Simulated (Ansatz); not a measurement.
AlBH$_{4}$SSi (`[SiH3][B]1[AlH][S]1`), 8 atoms. Total charge 0; spin multiplicity 1. All runs use 2 threads of an Arm Neoverse V1 on a shared host. Correlated methods freeze the cores.

(1) How many basis functions does each run have, and how long does it take in Ansatz? RKS ωB97M-V/def2-QZVPP energy; RKS PBE0-D4/def2-TZVP relaxation (12 steps); RHF-MP2/def2-QZVPP energy; RKS r2SCANh-D4/def2-TZVPP energy; RHF-CCSD(T)/def2-SVP energy; RKS HSE06 (plane-wave form)-D4/def2-TZVPP energy; RKS SPW92 (LDA)/def2-TZVPP energy; RKS PBE0-D4/def2-QZVPP energy; RHF-CCSD(T)/def2-TZVPP energy; RKS PBE0-D4/def2-SVP energy; direct RPA on PBE orbitals/def2-TZVPP energy; RKS PBE0-D4/def2-TZVP frequencies. (Best estimate.)

## Answers

(1) Computed: Other jobs shared the machine, so times are rough.

```tsv
level	job	functions	wall time	peak host memory (GiB)
RKS PBE0-D4/def2-SVP	energy	88	1.6 s	0.4
RKS SPW92 (LDA)/def2-TZVPP	energy	213	1.9 s	0.26
RHF-CCSD(T)/def2-SVP	energy	88	2.4 s	0.4
RKS HSE06 (plane-wave form)-D4/def2-TZVPP	energy	213	4.9 s	0.51
direct RPA on PBE orbitals/def2-TZVPP	energy	213	6.5 s	0.4
RKS r2SCANh-D4/def2-TZVPP	energy	213	7.5 s	0.5
RKS PBE0-D4/def2-QZVPP	energy	387	17 s	1.1
RHF-MP2/def2-QZVPP	energy	387	31 s	1.7
RKS ωB97M-V/def2-QZVPP	energy	387	35 s	1.4
RKS PBE0-D4/def2-TZVP	relaxation (12 steps)	166	60 s	0.39
RHF-CCSD(T)/def2-TZVPP	energy	213	67 s	2.6
RKS PBE0-D4/def2-TZVP	frequencies	166	2.6 min	0.4
```
